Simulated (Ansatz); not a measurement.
Ansatz (an electronic-structure program) input (B3LYP/6-31G* with LANL2DZ past Ar): The .json file joins the Basis Set Exchange's 6-31G* for atoms up to Ar and LANL2DZ past it.

Ansatz 0.2 input:
```yaml
crystal:
  periodic: [false, false, false]
  atoms:
    - {symbol: Cl, position_ang: [-1.88238296, -1.37375223, -0.24729309]}
    - {symbol: Ge, position_ang: [-0.44088705, 0.10798965, 0.53739828]}
    - {symbol: Cl, position_ang: [-1.03311364, 2.08894542, -0.24636946]}
    - {symbol: Br, position_ang: [1.81919509, -0.44611294, -0.25155661]}
basis:
  gaussian:
    orbitals: 6-31Gs+LANL2DZ.json
hamiltonian:
  xc: {name: B3LYP}
magnetization: {spin_polarized: true, initial_magnetization: 1}
phonons: {temperatures: {t_min: 298.15, t_max: 298.15, t_step: 100}}
```

Output:

```
Functional definition: B3LYP
integrals: 0.01 GiB planned
650 factors; integrals over basis functions are off by at most 1.7e-4 eV
mean field: 0.26 GiB planned
mean field evaluation 1: about -25506.3154 eV, gradient 1.4e1 eV
mean field evaluation 2: about -25504.4880 eV, gradient 2.2e1 eV
mean field evaluation 4: about -25507.9039 eV, gradient 5.1e-1 eV
mean field evaluation 8: about -25507.9341 eV, gradient 1.2e-2 eV
mean field evaluation 16: about -25507.9342 eV, gradient 2.9e-5 eV
mean field -25507.93415256 eV, -937.3992902079 hartree, gradient 2.9e-5 eV, S^2 0.754154; 0 other end points of the search recorded, 0 dependent functions left out
the calculation of the forces begins
reference -25507.93438346 eV, -937.3992986932 hartree; 23, 22 occupied and 31, 32 virtual orbitals, 650 factors
these checks for a lower state are left out or cut short: stability, starts, cluster_reference, orbital_swaps, neighbouring_geometries, increment
integrals: 0.01 GiB planned
650 factors; integrals over basis functions are off by at most 1.8e-4 eV
mean field: 0.26 GiB planned
mean field -25507.93413438 eV, -937.3992895398 hartree, gradient 1.2e-6 eV, S^2 0.754146; 0 other end points of the search recorded, 0 dependent functions left out
the calculation of the forces begins
reference -25507.93436525 eV, -937.3992980239 hartree; 23, 22 occupied and 31, 32 virtual orbitals, 650 factors
these checks for a lower state are left out or cut short: stability, starts, cluster_reference, orbital_swaps, neighbouring_geometries, increment
integrals: 0.01 GiB planned
650 factors; integrals over basis functions are off by at most 1.7e-4 eV
mean field: 0.26 GiB planned
mean field -25507.93413665 eV, -937.3992896232 hartree, gradient 1.1e-6 eV, S^2 0.754161; 0 other end points of the search recorded, 0 dependent functions left out
the calculation of the forces begins
reference -25507.93436758 eV, -937.3992981096 hartree; 23, 22 occupied and 31, 32 virtual orbitals, 650 factors
these checks for a lower state are left out or cut short: stability, starts, cluster_reference, orbital_swaps, neighbouring_geometries, increment
integrals: 0.01 GiB planned
650 factors; integrals over basis functions are off by at most 1.8e-4 eV
mean field: 0.26 GiB planned
mean field evaluation 32: about -25507.9341 eV, gradient 7.3e-5 eV
mean field -25507.93413365 eV, -937.3992895129 hartree, gradient 1.0e-6 eV, S^2 0.754147; 0 other end points of the search recorded, 0 dependent functions left out
the calculation of the forces begins
reference -25507.93436451 eV, -937.3992979970 hartree; 23, 22 occupied and 31, 32 virtual orbitals, 650 factors
these checks for a lower state are left out or cut short: stability, starts, cluster_reference, orbital_swaps, neighbouring_geometries, increment
integrals: 0.01 GiB planned
650 factors; integrals over basis functions are off by at most 1.7e-4 eV
mean field: 0.26 GiB planned
mean field -25507.93413506 eV, -937.3992895646 hartree, gradient 1.3e-6 eV, S^2 0.754160; 0 other end points of the search recorded, 0 dependent functions left out
the calculation of the forces begins
reference -25507.93436598 eV, -937.3992980509 hartree; 23, 22 occupied and 31, 32 virtual orbitals, 650 factors
these checks for a lower state are left out or cut short: stability, starts, cluster_reference, orbital_swaps, neighbouring_geometries, increment
integrals: 0.01 GiB planned
650 factors; integrals over basis functions are off by at most 1.8e-4 eV
mean field: 0.26 GiB planned
mean field -25507.93414624 eV, -937.3992899757 hartree, gradient 1.8e-6 eV, S^2 0.754150; 0 other end points of the search recorded, 0 dependent functions left out
the calculation of the forces begins
reference -25507.93437713 eV, -937.3992984607 hartree; 23, 22 occupied and 31, 32 virtual orbitals, 650 factors
these checks for a lower state are left out or cut short: stability, starts, cluster_reference, orbital_swaps, neighbouring_geometries, increment
integrals: 0.01 GiB planned
650 factors; integrals over basis functions are off by at most 1.7e-4 eV
mean field: 0.26 GiB planned
mean field -25507.93414691 eV, -937.3992900002 hartree, gradient 1.9e-6 eV, S^2 0.754157; 0 other end points of the search recorded, 0 dependent functions left out
the calculation of the forces begins
reference -25507.93437781 eV, -937.3992984856 hartree; 23, 22 occupied and 31, 32 virtual orbitals, 650 factors
these checks for a lower state are left out or cut short: stability, starts, cluster_reference, orbital_swaps, neighbouring_geometries, increment
integrals: 0.01 GiB planned
650 factors; integrals over basis functions are off by at most 1.7e-4 eV
mean field: 0.26 GiB planned
mean field -25507.93411227 eV, -937.3992887272 hartree, gradient 2.5e-6 eV, S^2 0.754143; 0 other end points of the search recorded, 0 dependent functions left out
the calculation of the forces begins
reference -25507.93434318 eV, -937.3992972131 hartree; 23, 22 occupied and 31, 32 virtual orbitals, 650 factors
these checks for a lower state are left out or cut short: stability, starts, cluster_reference, orbital_swaps, neighbouring_geometries, increment
integrals: 0.01 GiB planned
650 factors; integrals over basis functions are off by at most 1.8e-4 eV
mean field: 0.26 GiB planned
mean field evaluation 64: about -25507.9341 eV, gradient 2.2e-6 eV
mean field -25507.93410718 eV, -937.3992885400 hartree, gradient 2.4e-6 eV, S^2 0.754165; 0 other end points of the search recorded, 0 dependent functions left out
the calculation of the forces begins
reference -25507.93433805 eV, -937.3992970246 hartree; 23, 22 occupied and 31, 32 virtual orbitals, 650 factors
these checks for a lower state are left out or cut short: stability, starts, cluster_reference, orbital_swaps, neighbouring_geometries, increment
integrals: 0.01 GiB planned
650 factors; integrals over basis functions are off by at most 1.8e-4 eV
mean field: 0.26 GiB planned
mean field -25507.93411693 eV, -937.3992888984 hartree, gradient 2.8e-6 eV, S^2 0.754144; 0 other end points of the search recorded, 0 dependent functions left out
the calculation of the forces begins
reference -25507.93434782 eV, -937.3992973834 hartree; 23, 22 occupied and 31, 32 virtual orbitals, 650 factors
these checks for a lower state are left out or cut short: stability, starts, cluster_reference, orbital_swaps, neighbouring_geometries, increment
integrals: 0.01 GiB planned
650 factors; integrals over basis functions are off by at most 1.8e-4 eV
mean field: 0.26 GiB planned
mean field -25507.93411722 eV, -937.3992889090 hartree, gradient 1.9e-6 eV, S^2 0.754163; 0 other end points of the search recorded, 0 dependent functions left out
the calculation of the forces begins
reference -25507.93434812 eV, -937.3992973945 hartree; 23, 22 occupied and 31, 32 virtual orbitals, 650 factors
these checks for a lower state are left out or cut short: stability, starts, cluster_reference, orbital_swaps, neighbouring_geometries, increment
integrals: 0.01 GiB planned
650 factors; integrals over basis functions are off by at most 1.7e-4 eV
mean field: 0.26 GiB planned
mean field -25507.93412972 eV, -937.3992893686 hartree, gradient 1.8e-6 eV, S^2 0.754176; 0 other end points of the search recorded, 0 dependent functions left out
the calculation of the forces begins
reference -25507.93436065 eV, -937.3992978549 hartree; 23, 22 occupied and 31, 32 virtual orbitals, 650 factors
these checks for a lower state are left out or cut short: stability, starts, cluster_reference, orbital_swaps, neighbouring_geometries, increment
integrals: 0.01 GiB planned
650 factors; integrals over basis functions are off by at most 1.7e-4 eV
mean field: 0.26 GiB planned
mean field -25507.93413113 eV, -937.3992894201 hartree, gradient 1.8e-6 eV, S^2 0.754131; 0 other end points of the search recorded, 0 dependent functions left out
the calculation of the forces begins
reference -25507.93436199 eV, -937.3992979043 hartree; 23, 22 occupied and 31, 32 virtual orbitals, 650 factors
these checks for a lower state are left out or cut short: stability, starts, cluster_reference, orbital_swaps, neighbouring_geometries, increment
integrals: 0.01 GiB planned
650 factors; integrals over basis functions are off by at most 1.7e-4 eV
mean field: 0.26 GiB planned
mean field evaluation 96: about -25507.9341 eV, gradient 2.9e-5 eV
mean field -25507.93414932 eV, -937.3992900889 hartree, gradient 1.6e-6 eV, S^2 0.754158; 0 other end points of the search recorded, 0 dependent functions left out
the calculation of the forces begins
reference -25507.93438022 eV, -937.3992985741 hartree; 23, 22 occupied and 31, 32 virtual orbitals, 650 factors
these checks for a lower state are left out or cut short: stability, starts, cluster_reference, orbital_swaps, neighbouring_geometries, increment
integrals: 0.01 GiB planned
650 factors; integrals over basis functions are off by at most 1.7e-4 eV
mean field: 0.26 GiB planned
mean field -25507.93415015 eV, -937.3992901191 hartree, gradient 1.5e-6 eV, S^2 0.754149; 0 other end points of the search recorded, 0 dependent functions left out
the calculation of the forces begins
reference -25507.93438104 eV, -937.3992986044 hartree; 23, 22 occupied and 31, 32 virtual orbitals, 650 factors
Total energy: -25507.93438346 eV, -937.3992986932 hartree
Atom 0 at    -1.882383    -1.373752    -0.247293 Å, force    -0.000443    -0.000268    -0.000135 eV/Å
Atom 1 at    -0.440887     0.107990     0.537398 Å, force     0.001011    -0.000248     0.000038 eV/Å
Atom 2 at    -1.033114     2.088945    -0.246369 Å, force    -0.000268     0.000443    -0.000134 eV/Å
Atom 3 at     1.819195    -0.446113    -0.251557 Å, force    -0.000300     0.000074     0.000230 eV/Å
Dipole moment:    -0.030955     0.007502     0.337890 e Å
Vibrations: 93.13 108.17 138.14 238.64 360.69 377.63 cm⁻¹, zero-point energy 0.081607 eV
```

The blocks after the first are displaced geometries, from whose forces the wavenumbers follow.
